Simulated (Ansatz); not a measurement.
Harmonic frequencies (cm⁻¹) at PBE0-D4/def2-TZVP from Ansatz: 16, 41, 65, 71, 92, 130, 142, 157, 262, 303, 310, 365, 394, 443, 452, 547, 597, 626, 654, 687, 716, 748, 792, 809, 862, 882, 884, 889, 1274, 1450, 1452, 1940, 1952, 2112, 2126, 2138, 2147, 2151, 2182, 3052, 3137, 3140.

Each molecule was computed in one conformer, which needn't be the lowest.

Task: Which molecule is it?
A. `NB(N)CO`
B. `C[SiH]([GaH2])[GeH2][GeH3]`
C. `F[CH](S)[AlH][SiH3]`
D. `C1NC[SiH2]1`

Result: B.
